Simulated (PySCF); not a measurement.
NSi, SMILES N#[Si], multiplicity 2.

Geometry: PBE0-D3(BJ)/def2-TZVPD.

Level of theory: PySCF with SMD-B3LYP/def2-SVP.

Solvation free energies are E(SMD) − E(gas) at the gas-phase geometry, for 1 M in both phases. In vacuum the dipole moment is 2.31 D.

Task: Estimate the solvation free energies in water, ethylethanoate, chlorobenzene. (The exact figures need the calculation; the answer reports its results.)

Result: 
| solvent | ΔG(solv) (kcal/mol) | its non-electrostatic (CDS) part | dipole (D) |
|---|---|---|---|
| water | -3.3 | 0.0 | 3.30 |
| ethylethanoate | -1.9 | 0.5 | 3.04 |
| chlorobenzene | -1.8 | 0.6 | 3.03 |
